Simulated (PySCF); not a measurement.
Predicted microwave data (PBE0/def2-SVPD in PySCF (dipole) on a GFN2-xTB geometry, gas phase) for one isomer of C5H8F2:

* Rotational constants: A = 4869, B = 1510, C = 1286 MHz
* Dipole components: |μa| = 2.99 D, |μb| = 0.17 D, |μc| = 1.02 D
* Inertial defect: -45.44 u·Å²
* κ: -0.87

Question: Which candidate fits, each taken in the one conformer that was computed?
A. `[CH3:1][C:2]([CH3:3])=[CH:4][CH:5]([F:6])[F:7]` with C2–C4–C5–F6 -168°
B. `[CH3:1][CH:2]([CH3:3])[CH:4]=[C:5]([F:6])[F:7]` with C1–C2–C4–C5 119°

Answer: A. It is CC(C)=CC(F)F, an asymmetric top, point group C1. The candidates at the same level (rigid rotor, commonest isotopes):

```csv
SMILES,A (MHz),B (MHz),C (MHz),μa (D),μb (D),μc (D),Δ (u·Å²),point group,rotor
CC(C)C=C(F)F,4744,1354,1349,1.88,0.04,0.36,-105.27,Cs,–
CC(C)=CC(F)F,4869,1510,1286,2.99,0.17,1.02,-45.44,C1,asymmetric top
```

`CC(C)C=C(F)F` has B 10 % too low. No structure here is proved a minimum.
